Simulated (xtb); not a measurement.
selenium hexafluoride (F₆Se), singlet, from a rough starting geometry; GFN2-xTB run with xtb.

The xtb input:
```
$ xtb mol.xyz --gfn 2 --opt vtight --json

# file mol.xyz
7

F      0.94517858    -1.34958735    -0.48455383
Se    -0.05244873    -0.02073141     0.02244263
F      1.21364244     1.11279321    -0.45157449
F     -1.19212754    -1.10513794     0.52919301
F     -0.69631308     0.08553562    -1.60915195
F      0.66316277    -0.10751124     1.50524893
F     -0.95032027     1.31023509     0.47263501
```

Question: Predict the main parts of the log of this xtb run.

Answer: 
```
   ID    Z sym.   atoms
    1    9 F      1, 3-7
    2   34 Se     2

           -------------------------------------------------
          |                Calculation Setup                |
           -------------------------------------------------

           -------------------------------------------------
          |                 G F N 2 - x T B                 |
           -------------------------------------------------

          ...................................................
          :                      SETUP                      :
          :.................................................:
          :  # basis functions                  34          :
          :  # atomic orbitals                  33          :
          :  # shells                           15          :
          :  # electrons                        48          :
          :  max. iterations                   250          :
          :  Hamiltonian                  GFN2-xTB          :
          :  restarted?                      false          :
          :  GBSA solvation                  false          :
          :  PC potential                    false          :
          :  electronic temp.          300.0000000     K    :
          :  accuracy                    1.0000000          :
          :  -> integral cutoff          0.2500000E+02      :
          :  -> integral neglect         0.1000000E-07      :
          :  -> SCF convergence          0.1000000E-05 Eh   :
          :  -> wf. convergence          0.1000000E-03 e    :
          :  Broyden damping             0.4000000          :
          :  net charge                          0          :
          :  unpaired electrons                  0          :
          ...................................................

 iter      E             dE          RMSdq      gap      omega  full diag
   1    -31.4011632 -0.314012E+02  0.967E+00    8.59       0.0  T
   2    -31.5244393 -0.123276E+00  0.439E+00    8.07       1.0  T
   3    -31.5425917 -0.181524E-01  0.184E+00    7.81       1.0  T
   4    -31.5365186  0.607307E-02  0.180E+00    7.96       1.0  T
   5    -31.5457006 -0.918201E-02  0.185E-01    7.85       1.0  T
   6    -31.5457643 -0.637299E-04  0.888E-02    7.85       1.0  T
   7    -31.5457674 -0.302228E-05  0.737E-02    7.84       1.0  T
   8    -31.5457816 -0.142552E-04  0.138E-02    7.85       2.7  T
   9    -31.5457820 -0.393065E-06  0.744E-03    7.84       5.1  T
  10    -31.5457822 -0.149098E-06  0.149E-03    7.85      25.4  T
  11    -31.5457822 -0.586014E-08  0.240E-04    7.85     157.7  T
  12    -31.5457822 -0.146482E-09  0.427E-05    7.85     884.3  T

   *** convergence criteria satisfied after 12 iterations ***

         :::::::::::::::::::::::::::::::::::::::::::::::::::::
         ::                     SUMMARY                     ::
         :::::::::::::::::::::::::::::::::::::::::::::::::::::
         :: total energy             -31.527395880075 Eh    ::
         :: gradient norm              0.052682962896 Eh/a0 ::
         :: HOMO-LUMO gap              7.845125862534 eV    ::
         ::.................................................::
         :: SCC energy               -31.545781387718 Eh    ::
         :: -> isotropic ES            0.125330063675 Eh    ::
         :: -> anisotropic ES         -0.000894180715 Eh    ::
         :: -> anisotropic XC         -0.025144530160 Eh    ::
         :: -> dispersion             -0.004514581218 Eh    ::
         :: repulsion energy           0.018385507643 Eh    ::
         :: add. restraining           0.000000000000 Eh    ::
         :: total charge              -0.000000000000 e     ::
         :::::::::::::::::::::::::::::::::::::::::::::::::::::

      -----------------------------------------------------------
     |                   =====================                   |
     |                        A N C O P T                        |
[...]
 * total energy  :   -31.5273959 Eh     change       -0.4725109E-11 Eh
 * total energy  :   -31.5295647 Eh     change       -0.2168786E-02 Eh
 * total energy  :   -31.5316559 Eh     change       -0.2091209E-02 Eh
 * total energy  :   -31.5319293 Eh     change       -0.2734640E-03 Eh
 * total energy  :   -31.5320441 Eh     change       -0.1147687E-03 Eh
 * total energy  :   -31.5320588 Eh     change       -0.1473688E-04 Eh
 * total energy  :   -31.5320625 Eh     change       -0.3679865E-05 Eh
 * total energy  :   -31.5320636 Eh     change       -0.1091314E-05 Eh
 * total energy  :   -31.5320639 Eh     change       -0.2512761E-06 Eh
 * total energy  :   -31.5320639 Eh     change       -0.1416964E-07 Eh
   *** GEOMETRY OPTIMIZATION CONVERGED AFTER 10 ITERATIONS ***
         :: total energy             -31.532063881574 Eh    ::
[...]
        14        2.0000           -0.5902605             -16.0618
        15        2.0000           -0.5902586             -16.0618
        16        2.0000           -0.5902558             -16.0617
        17        2.0000           -0.5860821             -15.9481
        18        2.0000           -0.5860800             -15.9480
        19        2.0000           -0.5860795             -15.9480
        20        2.0000           -0.5853810             -15.9290
        21        2.0000           -0.5853766             -15.9289
        22        2.0000           -0.5845032             -15.9051
        23        2.0000           -0.5845022             -15.9051
        24        2.0000           -0.5844993             -15.9050 (HOMO)
        25                         -0.2871178              -7.8129 (LUMO)
        26                         -0.0465976              -1.2680
        27                         -0.0465571              -1.2669
        28                         -0.0465266              -1.2661
        29                          0.2227207               6.0605
        30                          0.2227231               6.0606
        31                          0.2227449               6.0612
        32                          2.1563599              58.6775
        33                          2.1564067              58.6788
      -------------------------------------------------------------
                  HL-Gap            0.2973815 Eh            8.0922 eV
             Fermi-level           -0.4358086 Eh          -11.8590 eV

     #   Z          covCN         q      C6AA      α(0)
     1   9 F        0.783    -0.203    11.269     3.965
     2  34 Se       4.698     1.220   199.000    24.581
     3   9 F        0.783    -0.203    11.270     3.965
     4   9 F        0.783    -0.203    11.270     3.965
     5   9 F        0.783    -0.203    11.270     3.965
     6   9 F        0.783    -0.203    11.270     3.965
     7   9 F        0.783    -0.203    11.270     3.965

 Mol. C6AA /au·bohr⁶  :       1135.594192
 Mol. C8AA /au·bohr⁸  :      39625.526513
 Mol. α(0) /au        :         48.372969

Wiberg/Mayer (AO) data.
largest (>0.10) Wiberg bond orders for each atom

 ---------------------------------------------------------------------------
     #   Z sym  total        # sym  WBO       # sym  WBO       # sym  WBO
 ---------------------------------------------------------------------------
     1   9 F    1.207 --     2 Se   0.928
     2  34 Se   5.568 --     1 F    0.928     4 F    0.928     5 F    0.928
                             6 F    0.928     7 F    0.928     3 F    0.928
     3   9 F    1.207 --     2 Se   0.928
     4   9 F    1.207 --     2 Se   0.928
     5   9 F    1.207 --     2 Se   0.928
     6   9 F    1.207 --     2 Se   0.928
     7   9 F    1.207 --     2 Se   0.928
 ---------------------------------------------------------------------------

Topologies differ in total number of bonds
Writing topology from bond orders to xtbtopo.mol

molecular dipole:
                 x           y           z       tot (Debye)
 q only:       -0.000      -0.000       0.000
   full:       -0.000      -0.000       0.000       0.001
molecular quadrupole (traceless):
                xx          xy          yy          xz          yz          zz
 q only:       -0.000      -0.000       0.000      -0.000       0.000      -0.000
  q+dip:       -0.000      -0.000       0.000      -0.000       0.000       0.000
   full:       -0.001      -0.000       0.000      -0.001       0.000       0.000

optimized geometry written to: xtbopt.xyz

           -------------------------------------------------
          | TOTAL ENERGY              -31.532063881574 Eh   |
          | GRADIENT NORM               0.000047201364 Eh/α |
          | HOMO-LUMO GAP               8.092161386945 eV   |
           -------------------------------------------------

normal termination of xtb
```
